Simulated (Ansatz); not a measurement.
Cost and result for the atomization energy of C2H8B2O, SMILES `CBCBO` (13 atoms, 12 bonds).

```xyz
13

C     1.8337    0.3656    0.4822
B     0.3264    0.3105    0.8754
C    -0.6866   -0.6947    0.2577
B    -1.6337    0.1067   -0.7085
O    -1.5655    0.0070   -2.0578
H     2.1153   -0.2430   -0.3800
H     2.4054   -0.0040    1.3462
H     2.1854    1.3915    0.3345
H    -0.0771    1.0946    1.6930
H    -1.3482   -1.0559    1.0566
H    -0.2036   -1.5373   -0.2484
H    -2.4587    0.8689   -0.2907
H    -0.8927   -0.6098   -2.3601
```

The species carries charge 0 and has multiplicity 1. Geometry: relaxed with PBE0-D4/def2-TZVP. It is one conformer, not always the lowest. Program: Ansatz. All runs use 4 threads of an Arm Neoverse V1 on a shared host. Times are those of one run each, without the atoms' runs, and a repeat can differ threefold. Electronic energies, without spin–orbit coupling; frozen cores. CCSD(T)/CBS adds CCSD(T) − MP2 in def2-TZVPP to the MP2 limit, and its time is that of the two runs behind it. T1 = 0.012. B3LYP takes the VWN-RPA correlation (the form of Gaussian; ORCA's B3LYP/G).

CCSD(T)/CBS is a level of theory with its own doubt, some kJ/mol a heavy atom from the limit and from the frozen cores, so smaller differences don't rank the functionals.

```tsv
level	functions	atomization (kJ/mol)	difference from CCSD(T)/CBS	per bond
B2PLYP/def2-TZVPP	267	5083.6	-17.4	-1.4
r2SCAN-D4/def2-TZVPP (with forces)	267	5152.0	51.0	4.3
ωB97X-V/def2-TZVPP	267	5121.6	20.6	1.7
CCSD(T)/def2-TZVPP	267	4996.2	-104.8	-8.7
PBE0-D4/def2-TZVPP	267	5143.9	42.9	3.6
B3LYP-D4/def2-TZVPP (with forces)	267	5132.7	31.7	2.6
PBE-D4/def2-TZVPP (with forces)	267	5205.9	104.9	8.7
MP2/def2-QZVPP	525	5135.1	34.1	2.8
CCSD(T)/CBS(def2)	–	5101.0	0.0	0.0
ωB97M-V/def2-TZVPP (with forces)	267	5142.1	41.1	3.4
```

(1) Order the runs by time, with rough figures. (An estimate is asked.)

Results:

(1) Computed: PBE-D4/def2-TZVPP (with forces) 2.7 s; PBE0-D4/def2-TZVPP 2.8 s; B3LYP-D4/def2-TZVPP (with forces) 4.5 s; r2SCAN-D4/def2-TZVPP (with forces) 4.9 s; B2PLYP/def2-TZVPP 5.5 s; ωB97X-V/def2-TZVPP 7.5 s; ωB97M-V/def2-TZVPP (with forces) 11 s; MP2/def2-QZVPP 26 s; CCSD(T)/def2-TZVPP 3 min; CCSD(T)/CBS(def2) 3.4 min.

The D4 term adds +32.2 kJ/mol with B3LYP and +17.1 kJ/mol with PBE0; it sums over pairs of atoms, weighted by their polarisabilities, and B3LYP, whose exchange is more repulsive, gets the larger term. In def2-TZVPP, CCSD(T) changes the Hartree–Fock value by +1058.2 kJ/mol (the triples alone add +57.6 kJ/mol) and MP2 by +1135.4 kJ/mol; breaking electron pairs costs correlation energy, which Hartree–Fock lacks. From PBE to PBE0 (25 % exact exchange), in def2-TZVPP and without D4, the atomization energy moves by −58.8 kJ/mol: exact exchange takes away binding that semilocal exchange gives to molecules.
